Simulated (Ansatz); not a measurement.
Reaction (hydrogenolysis of the In–O bond): `[OH][In]([SH])[O][SiH3]` + H₂ → `[OH][InH][SH]` + silanol

Computed with Ansatz on PBE0-D4/def2-TZVP structures; ΔE is electronic, products minus reactants. CCSD(T)/CBS is the MP2 limit (def2-TZVPP, def2-QZVPP) plus CCSD(T) − MP2 in def2-TZVPP, frozen cores. This one scheme is used for every species. Elements past krypton have def2 core potentials. For In outer-core shells are correlated without core-valence functions, which leaves a few kJ/mol of doubt a bond. Each species was taken in one conformer, which may not be the lowest.

```json
{"species": "`[OH][In]([SH])[O][SiH3]`", "HF/def2-TZVPP energy (Eh)": "-1028.51971"}
{"species": "H₂", "HF/def2-TZVPP energy (Eh)": "-1.13290"}
{"species": "`[OH][InH][SH]`", "HF/def2-TZVPP energy (Eh)": "-663.44065"}
{"species": "`O[SiH3]`", "HF/def2-TZVPP energy (Eh)": "-366.21048"}
```

Task: Work out ΔE.

Result: ΔE = (-663.44065) + (-366.21048) − (-1028.51971) − (-1.13290) = 0.00148 Eh = +3.9 kJ/mol. CCSD(T)/CBS gives +28.1 kJ/mol.

Largest T1 diagnostic among the species: 0.016.

The D4 term adds +10.7 kJ/mol with B3LYP and +6.3 kJ/mol with PBE0; it sums over pairs of atoms, weighted by their polarisabilities, and B3LYP, whose exchange is more repulsive, gets the larger term. From PBE to PBE0 (25 % exact exchange), in def2-TZVPP and without D4, ΔE moves by −4.2 kJ/mol.

B3LYP here is the variant with VWN-RPA as its local correlation; programs differ in this.
